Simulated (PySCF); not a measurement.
PySCF input for C4H2ClF, SMILES C#C/C=C(\F)Cl, PBE-D3(BJ)/def2-SVP. Coordinates come from a PBE-D3(BJ)/def2-SVP optimisation. The structure was generated by enumeration; whether it is a known compound was not checked.

```python
import numpy as np
from pyscf import gto, scf, dft, df
from pyscf.hessian import thermo

mol = gto.M(
    atom='''
    C    -0.05522833    3.17882744    0.00000000
    C    -0.35804148    1.99019684    0.00000000
    C    -0.74621385    0.62892464    0.00000000
    C     0.13985103   -0.39902177    0.00000000
    F     1.45391727   -0.21714472    0.00000000
    Cl   -0.31589330   -2.06079283    0.00000000
    H     0.21926541    4.22419269    0.00000000
    H    -1.81653895    0.37002508    0.00000000
    ''',
    basis='def2-SVP',
    charge=0,
    spin=0,
    max_memory=1600,
    verbose=3,
)
mf = dft.RKS(mol, xc='pbe').density_fit(auxbasis='def2-universal-jkfit')
mf.disp = 'd3bj'
mf.grids.level = 3
mf.conv_tol = 1e-11
mf.max_cycle = 100
mf.kernel()

# [left out here: the lines that compute and print the analytic Hessian (its translational invariance restored by hand, since the grid's response is missing), thermochemistry and intensities]
```

It prints:

```
converged SCF energy = -712.768897626243

WARN: DFTD3 does not support analytical Hessian, using finite difference


WARN: Mole.unit (angstrom) is changed to Bohr

Mode                                 0                   1                   2
Irrep
Freq [cm^-1]                      127.8271            131.3891            321.8620
Reduced mass [au]                   5.8879              5.0203              7.8335
Force const [Dyne/A]                0.0567              0.0511              0.4781
Char temp [K]                     183.9147            189.0397            463.0878
Normal mode                   x     y     z       x     y     z       x     y     z
       0   C                 0.16 -0.08 -0.00   -0.00  0.00 -0.15    0.02 -0.10 -0.00
       1   C                -0.03 -0.03  0.00    0.00  0.00  0.05   -0.12 -0.06 -0.00
       2   C                -0.09 -0.01  0.00    0.00  0.00  0.16   -0.00 -0.07  0.00
       3   C                -0.06  0.01  0.00    0.00 -0.00  0.08    0.09  0.01  0.00
       4   F                -0.07  0.09  0.00    0.00 -0.00  0.04    0.09  0.02  0.00
       5  Cl                 0.04 -0.01 -0.00   -0.00  0.00 -0.07   -0.05  0.07 -0.00
       6   H                 0.29 -0.11 -0.00   -0.00  0.00 -0.30    0.11 -0.12 -0.00
       7   H                -0.09 -0.01  0.00    0.00  0.00  0.21    0.03 -0.20  0.00
Mode                                 3                   4                   5
Irrep
Freq [cm^-1]                      385.2238            432.9862            477.9744
Reduced mass [au]                  10.6664              6.5194             13.1269
Force const [Dyne/A]                0.9326              0.7201              1.7669
Char temp [K]                     554.2512            622.9708            687.6987
Normal mode                   x     y     z       x     y     z       x     y     z
       0   C                 0.05  0.03 -0.00   -0.00 -0.00 -0.07    0.04  0.07  0.00
       1   C                -0.15  0.08  0.00    0.00 -0.00  0.21   -0.11  0.10 -0.00
       2   C                -0.03  0.04 -0.00    0.00 -0.00 -0.06    0.05  0.03  0.00
       3   C                -0.02  0.03 -0.00    0.00 -0.00 -0.14    0.05 -0.00  0.00
       4   F                -0.00 -0.15 -0.00    0.00  0.00  0.02    0.05  0.07 -0.00
       5  Cl                 0.05  0.02  0.00   -0.00 -0.00  0.02   -0.04 -0.10 -0.00
       6   H                 0.17  0.00  0.00   -0.00  0.00 -0.21    0.12  0.05  0.00
       7   H                -0.02 -0.04 -0.00    0.00 -0.00 -0.19    0.06 -0.05  0.00
Mode                                 6                   7                   8
Irrep
Freq [cm^-1]                      554.9399            593.2219            665.0642
Reduced mass [au]                   5.3513              1.2337              1.2591
Force const [Dyne/A]                0.9710              0.2558              0.3281
Char temp [K]                     798.4350            853.5142            956.8793
Normal mode                   x     y     z       x     y     z       x     y     z
       0   C                -0.00 -0.00 -0.04    0.00 -0.00 -0.12    0.12 -0.03  0.00
       1   C                 0.00 -0.00  0.09    0.00 -0.00  0.03   -0.04  0.01 -0.00
       2   C                 0.00 -0.00 -0.11    0.00 -0.00  0.02    0.00 -0.00 -0.00
       3   C                -0.00 -0.00  0.21    0.00 -0.00 -0.02   -0.00 -0.00 -0.00
       4   F                 0.00  0.00 -0.06    0.00  0.00  0.01   -0.01 -0.00 -0.00
       5  Cl                -0.00  0.00 -0.01   -0.00  0.00  0.00    0.00  0.00  0.00
       6   H                -0.00  0.00  0.05   -0.00  0.00  0.89   -0.85  0.22 -0.00
       7   H                 0.00 -0.00 -0.34    0.00 -0.00  0.09    0.00 -0.01  0.00
Mode                                 9                  10                  11
Irrep
Freq [cm^-1]                      776.6237            833.8970           1019.2786
Reduced mass [au]                   1.3395              8.6433              6.2879
Force const [Dyne/A]                0.4760              3.5412              3.8490
Char temp [K]                    1117.3885           1199.7921           1466.5150
Normal mode                   x     y     z       x     y     z       x     y     z
       0   C                -0.00 -0.00 -0.00    0.01  0.01  0.00   -0.03 -0.13 -0.00
       1   C                -0.00 -0.00  0.04   -0.06  0.03 -0.00   -0.04 -0.06  0.00
       2   C                 0.00  0.00 -0.14    0.17 -0.05  0.00    0.12  0.14  0.00
       3   C                -0.00 -0.00  0.03   -0.00 -0.13 -0.00    0.02  0.13 -0.00
       4   F                -0.00  0.00  0.01   -0.11  0.02 -0.00   -0.04 -0.01  0.00
       5  Cl                 0.00  0.00 -0.00    0.01  0.04  0.00   -0.00 -0.02 -0.00
       6   H                 0.00 -0.00 -0.05    0.08 -0.00 -0.00   -0.02 -0.15  0.00
       7   H                 0.00  0.00  0.85    0.19 -0.08 -0.00    0.10  0.23 -0.00
Mode                                12                  13                  14
Irrep
Freq [cm^-1]                     1082.6219           1299.2458           1653.0780
Reduced mass [au]                   1.8570              2.4172              9.8712
Force const [Dyne/A]                1.2824              2.4041             15.8931
Char temp [K]                    1557.6519           1869.3255           2378.4111
Normal mode                   x     y     z       x     y     z       x     y     z
       0   C                 0.00  0.03  0.00   -0.01 -0.03 -0.00   -0.01 -0.03 -0.00
       1   C                 0.05  0.00 -0.00    0.01 -0.01  0.00    0.01 -0.00  0.00
       2   C                -0.01 -0.04 -0.00    0.03  0.11  0.00   -0.09  0.17  0.00
       3   C                 0.09  0.13  0.00   -0.17 -0.04 -0.00    0.15 -0.14  0.00
       4   F                -0.08 -0.02 -0.00    0.07  0.01  0.00   -0.03  0.00  0.00
       5  Cl                -0.00 -0.01  0.00    0.00  0.00 -0.00    0.00  0.01 -0.00
       6   H                -0.01  0.04 -0.00   -0.02 -0.04  0.00   -0.02 -0.04  0.00
       7   H                 0.15 -0.69 -0.00    0.19 -0.57  0.00   -0.04 -0.13 -0.00
Mode                                15                  16                  17
Irrep
Freq [cm^-1]                     2149.9898           3122.6950           3408.0620
Reduced mass [au]                   6.3001              1.0905              1.1544
Force const [Dyne/A]               17.1581              6.2650              7.8999
Char temp [K]                    3093.3567           4492.8628           4903.4424
Normal mode                   x     y     z       x     y     z       x     y     z
       0   C                -0.04 -0.15  0.00    0.00 -0.00 -0.00   -0.03 -0.10 -0.00
       1   C                 0.06  0.22 -0.00   -0.00 -0.00  0.00    0.01  0.03  0.00
       2   C                -0.01 -0.04 -0.00    0.08  0.02  0.00   -0.00 -0.00  0.00
       3   C                 0.00 -0.00  0.00   -0.00  0.00 -0.00    0.00 -0.00  0.00
       4   F                -0.00  0.00 -0.00   -0.00  0.00  0.00   -0.00  0.00  0.00
       5  Cl                -0.00  0.00  0.00   -0.00 -0.00 -0.00    0.00  0.00 -0.00
       6   H                -0.07 -0.28  0.00   -0.00 -0.00  0.00    0.23  0.89  0.00
       7   H                -0.02 -0.01  0.00   -0.93 -0.22 -0.00   -0.00 -0.00  0.00
temperature 298.1500 [K]
pressure 101325.00 [Pa]
Rotational constants [GHz] 9.10465 1.46651 1.26307
Symmetry number 1
Zero-point energy (ZPE) 0.04337 [Eh]   113860.448 [J/mol]
                           tot       elec      trans        rot        vib
Entropy [J/mol/K]       330.225      0.000    166.730    114.417     49.078
Cv [J/mol/K]             87.233      0.000     12.472     12.472     62.290
Cp [J/mol/K]             95.547      0.000     20.786     12.472     62.290
Internal energy [J/mol]                      3718.434   3718.434 122533.680
Internal energy [Eh]   -712.71939  -712.76890
Enthalpy [J/mol]                             6197.391   3718.434 122533.680
Enthalpy [Eh]          -712.71845
Gibbs free energy [J/mol]                  -43513.172 -30395.028 107901.133
Gibbs free energy [Eh] -712.75595
mode   freq/cm-1   IR/(km/mol)
   1      127.83         0.816
   2      131.39         0.386
   3      321.86         2.487
   4      385.22         2.994
   5      432.99         3.493
   6      477.97         7.838
   7      554.94         0.117
   8      593.22        42.581
   9      665.06        32.095
  10      776.62        15.693
  11      833.90        69.616
  12     1019.28        46.519
  13     1082.62        88.103
  14     1299.25        63.676
  15     1653.08       149.378
  16     2149.99         4.797
  17     3122.69         7.774
  18     3408.06        93.383
max |gradient| / (hartree/bohr): 3.8079755638749244e-05
APT charges: [-0.3176  0.0256 -0.1678  0.945  -0.4454 -0.3296  0.2185  0.0713]
```

The calculation finished and met its thresholds.

Cost: roughly 80 core-seconds.
